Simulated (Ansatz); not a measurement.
Species: Cl₃FSn, SMILES `[Cl][Sn]([Cl])([F])[Cl]` (charge 0, multiplicity 1), formula Cl3FSn.

Task: How many basis functions does frozen-core CCSD(T)/def2-TZVPP // PBE0-D3(BJ)/def2-TZVP (Ansatz, a program for electronic structure) use, how many core orbitals are frozen, and how many electrons are correlated?

Result: 207 basis functions and 20 frozen orbitals, which leaves 42 correlated electrons (filled d shells below the valence shell are correlated). Core time is of the order of minutes.
